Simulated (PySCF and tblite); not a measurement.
Results of a calculation; reference values are marked as such.
System: C₈H₆O₂, numbered as in [cH:1]1[cH:2][o:3][c:4](-[c:5]2[cH:6][cH:7][cH:8][o:9]2)[cH:10]1.

For the rotation about the C4–C5 bond (torsion O3–C4–C5–C6 from 0° to 180°, rising): electronic barrier 5.30 kcal/mol, zero-point change -0.03 kcal/mol, thermal and entropy terms at 298.15 K a further 0.48 kcal/mol (symmetry numbers apart). The minimum is C2h, the saddle C2. Geometries: GFN2-xTB; energies: revPBE/pcSseg-1 + D3(BJ); zero-point and thermal terms from GFN2-xTB harmonic modes (soft modes blended into free rotors). Rate constants are transition-state-theory values, counting equivalent paths, without tunnelling. Programs: tblite and PySCF.

Task: How many equivalent paths lead out of the minimum?

Result: 2: the symmetry number of the minimum is 2, that of the saddle displaced along its mode 2, and the displaced saddle is chiral while the minimum is not, which doubles the count.

Task: Work out the rate at 298.15 K.

Result: ΔG‡ = 5.75 kcal/mol; k_B T/h = 6.2×10¹² s⁻¹; exp(−ΔG‡/RT) = 6.1×10⁻⁵; times 2 gives k = 7.6×10⁸ s⁻¹. Wigner's tunnelling factor for the 68i cm⁻¹ mode would be 1.00.
